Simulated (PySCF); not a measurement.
# Ionising RuO

r²SCAN0; PySCF, scalar-relativistic core potentials, basis sets Ru def2-TZVPPD with ECP28, O def2-TZVPPD. Neutral (UKS): quintet (σ ↑, π ↑↑, δ ↑), Re = 1.679 Å, ωe = 959 cm⁻¹, De = 4.49 eV, HOMO -6.76 eV, LUMO -2.57 eV.

RuO⁺ (UKS): quartet (π ↑↑, δ ↑), Re = 1.646 Å, ωe = 1053 cm⁻¹, De = 3.20 eV to Ru⁺ (4d7) + O. The energies at the minima are -170.02322 hartree for RuO and -169.70001 for RuO⁺.

(1) Work out the adiabatic ionisation energy, without and with harmonic zero-point energies (1 hartree = 27.2114 eV, 1 eV = 8065.5 cm⁻¹), and the change of the bond length.

The metal atom is held in its measured ground configuration; semilocal functionals can put another filling of s and d lower by some tenths of an eV, and De to that atom would be smaller. Spin–orbit coupling is left out, which matters for elements this heavy, above all for dissociation energies. For an ion De counts to the pair picked by the measured ionisation energies or electron affinities, which need not be the lowest pair at this level. With d or f electrons several states lie close, and the lowest PBE0 determinant need not be the measured ground state.

## Answers

(1) At r²SCAN0: 0.32321 hartree = 8.795 eV between the minima; the zero-point term (1053.0 − 959.0)/2 cm⁻¹ = +0.006 eV makes it 8.801 eV. Re changes by -3.3 pm against the neutral. The electron leaves a σ orbital; in so polar a molecule the change of length follows mostly from the change of the ionic charges.
